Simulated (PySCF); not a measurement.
Input file for PySCF: R-HF/STO-3G on CH3GaO (a complex), monomers drawn apart or pushed together.

```python
from pyscf import gto, scf, dft, mp
from pyscf.data.elements import chemcore

mol = gto.M(
    atom='''
    Ga   -0.00309405    0.02588828    0.25572175
    H    -0.00894275    1.57422169    0.25287382
    H     1.33759315   -0.73686005    0.11897546
    H    -1.34142950   -0.74884788    0.17076386
    C     0.10489608   -0.19897817    5.04461874
    O     0.07550683   -0.14608809    3.92388970
    ''',
    basis='sto-3g',
    charge=0, spin=0, verbose=3, max_memory=1800)
mf = scf.RHF(mol)
mf.conv_tol = 1e-8
mf.max_cycle = 100
mf.kernel()
if not mf.converged:
    mf = mf.newton().run(mf.mo_coeff, mf.mo_occ)
```

It printed:

```
converged SCF energy = -2013.80555351452
```

The run converged.

Cost: roughly 0.12 core-seconds.
